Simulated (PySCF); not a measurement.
## How methods differ on the excitation energy of Ga⁺

Ga⁺ [Ar] 3d10 4s2 (1S) → Ga⁺ [Ar] 3d9 4s2 5s1 (3D), as a difference of total energies. All numbers are calculated (PySCF 2.14, a scalar-relativistic core potential, in aug-cc-pVTZ-PP with one added diffuse shell each of s, d, f type with ECP10MDF (7s5p5d3f, 68 functions)). The calculations carry no spin-orbit coupling.

```csv
method,excitation energy (eV)
UHF,27.405
LDA,30.083
PBE,29.574
PBE0,29.314
r2SCAN,29.389
BP86,29.620
CAM-B3LYP,29.387
wB97X-V,29.604
```

The upper state lies above the first ionisation limit, where it may autoionise and the basis confines it. A Rydberg-like electron needs more diffuse functions than a valence basis has.

The promoted electron is Rydberg-like, and one or two diffuse shells describe it only roughly, which tends to raise the upper state.
